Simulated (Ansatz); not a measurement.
`C[SiH](F)[SiH2]N`, relaxed with RKS PBE0-D4/def2-TZVP in Ansatz 0.2.0 from a PBE-D4/def2-SVP geometry. The force threshold is 0.005 eV/Å; the program also tests the step.

Charge 0, multiplicity 1.

Start:

```xyz
13

C    -0.104    1.741    0.952
Si   -1.122    0.568   -0.115
F    -1.834    1.443   -1.324
Si    0.220   -1.110   -1.076
N     1.065   -1.856    0.275
H     0.700    2.225    0.362
H     0.364    1.186    1.792
H    -0.743    2.535    1.388
H    -2.233   -0.032    0.709
H    -0.608   -2.190   -1.722
H     1.079   -0.506   -2.173
H     1.537   -2.748    0.097
H     1.677   -1.257    0.836
```

| step | energy (eV) | largest force (eV/Å) | largest move (Å) |
| --- | --- | --- | --- |
| 1 | -21122.8114 | 1.064 | 0.000 |
| 2 | -21122.8693 | 0.675 | 0.048 |
| 3 | -21122.8839 | 0.105 | 0.022 |
| 4 | -21122.8851 | 0.067 | 0.020 |
| 5 | -21122.8853 | 0.134 | 0.043 |
| 6 | -21122.8863 | 0.036 | 0.018 |
| 7 | -21122.8870 | 0.020 | 0.051 |
| 8 | -21122.8873 | 0.038 | 0.044 |
| 9 | -21122.8874 | 0.025 | 0.009 |
| 10 | -21122.8874 | 0.010 | 0.008 |
| 11 | -21122.8874 | 0.005 | 0.010 |
| 12 | -21122.8875 | 0.006 | 0.009 |
| 13 | -21122.8875 | 0.006 | 0.003 |
| 14 | -21122.8875 | 0.003 | 0.003 |

End:

```xyz
13

C    -0.121    1.698    0.983
Si   -1.114    0.593   -0.142
F    -1.722    1.490   -1.336
Si    0.196   -1.125   -1.064
N     1.143   -1.777    0.227
H     0.729    2.144    0.461
H     0.260    1.121    1.831
H    -0.741    2.506    1.380
H    -2.275    0.039    0.609
H    -0.646   -2.237   -1.584
H     0.973   -0.591   -2.228
H     1.558   -2.689    0.119
H     1.761   -1.171    0.744
```

Hardware: 4 threads of a server CPU on a shared host. Wall time 50 s, peak host memory 0.6 GiB.
